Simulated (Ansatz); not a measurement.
Stretching the Ge1–H2 bond in GeH (multiplicity 2 held). Energies count from the point at 1.606 Å.


R- and RO- levels are restricted; in cc, def2 and unpolarised 6-31G sets they are followed outwards from rest. Unrestricted levels (U-) break spin symmetry where that is lower. Full CI gives the lowest state of the spin. Levels need not reach the same state.

Frozen-core correlation. Filled d and f shells under p-block atoms count as core.

The values were computed with Ansatz (Gaussian orbitals). Values without a source in brackets are computed.

Q: Give the energy at R = 6.425 Å at the level U-CCSD/cc-pVTZ.

A: 274 kJ/mol

Q: Estimate the energy at R = 6.425 Å that RO-r2SCAN/cc-pVTZ returns for this input.

A: 445 kJ/mol

Q: Give the energy at R = 6.425 Å at the level FCI/cc-pVTZ.

A: 277 kJ/mol

Doubts at one or more of the structures used: a restricted determinant that unrestricted orbitals would lower (RO-r2SCAN/cc-pVTZ); a spin-contaminated determinant (U-CCSD/cc-pVTZ).

Ansatz is a first-principles code.
